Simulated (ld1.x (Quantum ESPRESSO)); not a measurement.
# What one change does to a pseudopotential (Ta, TM)

ld1.x (Quantum ESPRESSO) 7.5 input, shortened:

```
&input
   title='Ta', zed=73., rel=1, dft='PBE', iswitch=3,
   config='[Xe] 4f14 5d3 6s2 6p0'
 /
 &inputp
   pseudotype=2, tm=.true., lloc=1,
   nlcc=.true., rcore=0.95
 /
3
6S  1  0   2.00   0.00  3.05  3.05  0.0
5D  3  2   3.00   0.00  2.75  2.75  0.0
5P  2  1   6.00   0.00  2.00  2.00  0.0
 &test
   configts(1)='5p6 5d3 6s2 6p0'
 /
```

Change: local potential the d channel.

Cutoffs: the cutoffs (Ry, on a coarse ladder) from which the occupation-weighted sum of valence levels, in a spherical-Bessel basis at the reference potential, stays within 10 and 1 mRy of its value at 400 Ry; they do not see the model core or the augmentation charge, which bear on the density cutoff. Errors are all-electron minus pseudo energies relative to the spin-unpolarised reference configuration.

Question: Predict the effect on cutoff, ghosts and configuration errors.

Answer: The potential gets neither clearly harder nor softer (25 Ry and 45 Ry → 25 Ry and 45 Ry); both files keep a bound ghost (s); of the 7 tests that both files solve, the error grows in 2 and shrinks in 2 by more than 15 % and 0.3 meV (median size 35.9 → 44.5 meV); the range in which the d phases agree narrows (upper end at the end of the scan → 1.3).

```csv
quantity,base,changed
"cutoff, loose",25 Ry,25 Ry
"cutoff, tight",45 Ry,45 Ry
bound ghosts,s,s
"error for 5p6 5d3 6s1 6p0, meV [ΔE 8.47 eV]",-7.9,-8.3
"error for 5p6 5d3 6s0 6p0, meV [ΔE 23.44 eV]",-36,-38
"error for 5p6 5d2 6s0 6p0, meV [ΔE 47.04 eV]",-33,-44
"error for 5p6 5d2 6s2 6p0, meV [ΔE 7.68 eV]",-9.2,-12
"error for 5p6 5d3 6s0 6p2, meV [ΔE 8.59 eV]",+264,+73
"error for 5p6 5d3 6s0 6p1, meV [ΔE 13.55 eV]",+179,+47
"error for 5p6 5d4 6s0 6p0, meV [ΔE 9.90 eV]",-45,-46
s: phases at 3.29 bohr within 0.05 rad from the reference energy up to (Ry; the scan ends near 5),n/a,2.1
p: phases at 3.29 bohr within 0.05 rad from the reference energy up to (Ry; the scan ends near 5),-0.2,0.0
d: phases at 3.29 bohr within 0.05 rad from the reference energy up to (Ry; the scan ends near 5),to the end of the scan,1.3
```

 A true bound ghost makes a file unfit for plane-wave use even where its test errors are small: the radial tests pick states by their node count and pass the ghost by.
